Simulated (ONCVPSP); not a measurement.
# How hard is this sulfur (S) ONCV potential?

* Element: S (Z = 16)
* Generator: ONCVPSP 4.0.1
* Type: optimised norm-conserving Vanderbilt (ONCV)
* Functional: Wu-Cohen
* Relativity: scalar-relativistic
* Frozen core: [Ne]
* Valence charge: 6
* Reference configuration: 3s2 3p3 (charge +1)
* Partial waves: 3s: rc 1.25 bohr, ncon 3, nbas 6, qcut 4.6 1/bohr, 2 projectors, debl 0.8 Ha; 3p: rc 1.10 bohr, ncon 4, nbas 9, qcut 8.5 1/bohr, 1 projector
* Local potential: polynomial inside 0.70 bohr (lpopt 3, dvloc0 0 Ha)
* Core correction: none

In the s channel the program set the typed energies aside and used -1.014, 0.250 Ha.

**Question.** For each optimised wave give the share of its norm inside rc, the residual kinetic energy above qcut (Ha) and the cutoffs (Ha) for errors of 10, 1, 0.1 and 0.01 mHa per electron.

**Answer.**

```tsv
wave	norm inside rc	residual KE	10 mHa	1 mHa	0.1 mHa	0.01 mHa
3s	0.274	3.6e-03	8.8	19.7	48.1	75.8
s projector 2	0.092	3.2e-03	8.3	23.4	82.5	135.5
3p	0.124	8.9e-04	18.1	35.5	201.3	239.9
```

The occupied waves need 36 Ha and 201 Ha for 1 and 0.1 mHa. Note: no bound ghost flagged; GHOST(+) flagged for s at 68.8 eV.
